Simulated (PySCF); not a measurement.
Compound: C6H9Al.
Atom-mapped SMILES: `[CH:1]#[C:2][C@H:3]1[CH2:4][CH2:5][CH2:6][AlH:7]1` (hydrogens: H8 on C1; H9 on C3; H10, H11 on C4; H12, H13 on C5; H14, H15 on C6; H16 on Al7)

Computed with PySCF at PBE0/pcSseg-1 and B3LYP/def2-SVPD, non-relativistic, on one gas-phase PBE0-D3(BJ)/def2-SVP geometry that isn't relaxed in the solvent. The solvent is an IEF-PCM continuum (cavity from Bondi-type radii × 1.2). The model holds no explicit solvent molecules, cavitation or dispersion.

Gas phase at PBE0/pcSseg-1: HOMO -6.48 eV, LUMO -1.28 eV, dipole 1.54 D.

Question: What does the continuum do to the energy, the frontier levels and the dipole at PBE0/pcSseg-1 in acetonitrile and water?

Answer: 
```
     solvent      ε  E(solvent) − E(gas) (kcal/mol)  polarisation term (kcal/mol)  distortion of the solute (kcal/mol)  HOMO (eV)  LUMO (eV)  dipole (D)
acetonitrile  35.69                           -6.37                         -7.25                                 0.88      -6.48      -0.72        2.19
       water  78.36                           -6.55                         -7.48                                 0.93      -6.48      -0.71        2.21
```

The polarisation term is half the interaction of the solute with the surface charges that it induces; the rest is the cost of distorting the solute's density. The sum is the electrostatic part of solvation alone. From acetonitrile to water the lowering changes by a factor 1.03, Onsager's factor (ε − 1)/(2ε + 1) by 1.02 and ε itself by 2.2.

Question: Which radius a makes the point-dipole formula ΔE = −[(ε − 1)/(2ε + 1)]·μ²/a³ give the value in water, with the gas-phase dipole?

Answer: μ = 0.605 au and |ΔE| = 0.01044 Eh give a = 1.37 Å; the farthest nucleus lies 4.40 Å from the centroid of the nuclei, so such a sphere wouldn't even hold the nuclei. The formula assumes a rigid point dipole at the centre of a sphere.

Question: Which Hirshfeld charges (PBE0/pcSseg-1) respond most in acetonitrile (means over atoms taken as equivalent)?

Answer: 
| atoms | environment | gas (e) | solvent (e) | change |
| --- | --- | --- | --- | --- |
| Al7 | aluminium bonded to 2 C and H | +0.554 | +0.587 | +0.033 |
| C1 | terminal alkyne carbon | -0.155 | -0.182 | -0.027 |
| H16 | Al–H hydrogen | -0.158 | -0.172 | -0.014 |
| C2 | alkyne carbon | -0.056 | -0.065 | -0.009 |
| H9 | methine hydrogen | +0.041 | +0.049 | +0.008 |
| H8 | alkyne hydrogen | +0.084 | +0.088 | +0.004 |
| H13 | methylene hydrogen | +0.033 | +0.037 | +0.004 |
| C6 | ring CH2 carbon | -0.222 | -0.220 | +0.002 |

Question: Which Mayer bond orders change most in acetonitrile?

Answer: 
```csv
bond,length (Å),gas,solvent,change
C1–C2,1.216,2.480,2.450,-0.030
Al7–C3,1.991,0.766,0.740,-0.026
Al7–H16,1.587,0.914,0.890,-0.024
C1–H8,1.074,1.135,1.142,+0.007
C4–C5,1.535,1.033,1.039,+0.006
C5–C6,1.541,1.005,1.011,+0.006
C6–Al7,1.965,0.874,0.868,-0.006
C2–C3,1.444,1.038,1.035,-0.003
```

Question: How do the nuclear quadrupole coupling constants eQVzz/h respond in acetonitrile?

Answer: 
```tsv
nucleus	Q (barn)	gas (MHz)	solvent (MHz)	η gas	η solvent
27Al at Al7	0.1466	50.84	49.84	0.28	0.29
```

Gas phase at B3LYP/def2-SVPD: HOMO -6.27 eV, LUMO -1.45 eV, dipole 1.57 D.

Question: What does the continuum do to the energy, the frontier levels and the dipole at B3LYP/def2-SVPD in acetonitrile and water?

Answer: 
```csv
solvent,ε,E(solvent) − E(gas) (kcal/mol),polarisation term (kcal/mol),distortion of the solute (kcal/mol),HOMO (eV),LUMO (eV),dipole (D)
acetonitrile,35.69,-6.25,-7.29,1.04,-6.24,-0.89,2.27
water,78.36,-6.43,-7.54,1.11,-6.24,-0.88,2.29
```

Question: How does the static polarisability (B3LYP/def2-SVPD, frozen core, with the continuum's full static response) change?

Answer: 
```
      medium  isotropic (au)  principal values (au)  ⟨r²⟩ of the electrons (bohr²)
         gas            97.0      75.0, 95.0, 120.8                         1001.6
acetonitrile           134.3    108.4, 132.3, 162.2                         1003.2
       water           135.6    109.8, 133.6, 163.4                         1003.2
```

The isotropic value in water is 1.40 times the gas-phase one; no cavity-field correction is applied. ⟨r²⟩ is taken about the centre of nuclear charge.
